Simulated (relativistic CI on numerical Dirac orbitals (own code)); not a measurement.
## Slater and spin-orbit integrals, Ta XI

Method of calculation: Dirac-Coulomb-Breit CI, orbitals from a KLI potential per configuration, a model potential for QED, unscaled Slater integrals (own radial code, finite nucleus).

Slater integrals F^k, G^k are unscaled and averaged over j, outside the closed core [Kr] 4d10; ζ comes from projecting the Hamiltonian with its Breit term on Σ l·s of the shell.

- 4f¹³5s²5p²: ζ(4f) = 4358.5, F^2(5p,5p) = 95155, F^2(4f,5p) = 71384, G^2(4f,5p) = 29896, G^4(4f,5p) = 24994, ζ(5p) = 63420 cm⁻¹; <r>(4f) = 0.5886, <r^2>(4f) = 0.4205, <r>(5p) = 1.128, <r^2>(5p) = 1.422 (bohr units).
- 4f¹²5s²5p³: F^2(4f,4f) = 171660, F^4(4f,4f) = 109110, F^6(4f,4f) = 78914, ζ(4f) = 4555.1, F^2(5p,5p) = 96010, F^2(4f,5p) = 71679, G^2(4f,5p) = 29173, G^4(4f,5p) = 24593, ζ(5p) = 65364 cm⁻¹; <r>(4f) = 0.5774, <r^2>(4f) = 0.403, <r>(5p) = 1.117, <r^2>(5p) = 1.395 (bohr units).
- 4f¹⁴5s²5p: ζ(5p) = 61544 cm⁻¹; <r>(5p) = 1.138, <r^2>(5p) = 1.447 (bohr units).

Averages of the first 10 configurations, taken without configuration mixing, which lowers the lowest level and can move excited configurations by several eV; other configurations of the list can lie among them:

```
Configuration  Parity  States  Average energy above the lowest level (eV)
   4f¹³5s²5p²     odd     210                                        17.9
   4f¹²5s²5p³     odd    1820                                        23.5
    4f¹⁴5s²5p     odd       6                                        17.8
    4f¹³5s5p³    even     560                                        57.1
  4f¹³5s²5p5d    even     840                                        70.9
    4f¹²5s5p⁴    even    2730                                        64.9
    4f¹⁴5s5p²    even      30                                        54.6
    4f¹⁴5s²5d    even      10                                        70.2
  4f¹³5s5p²5d     odd    4200                                       108.4
    4f¹⁴5s²6s    even       2                                        94.8
```
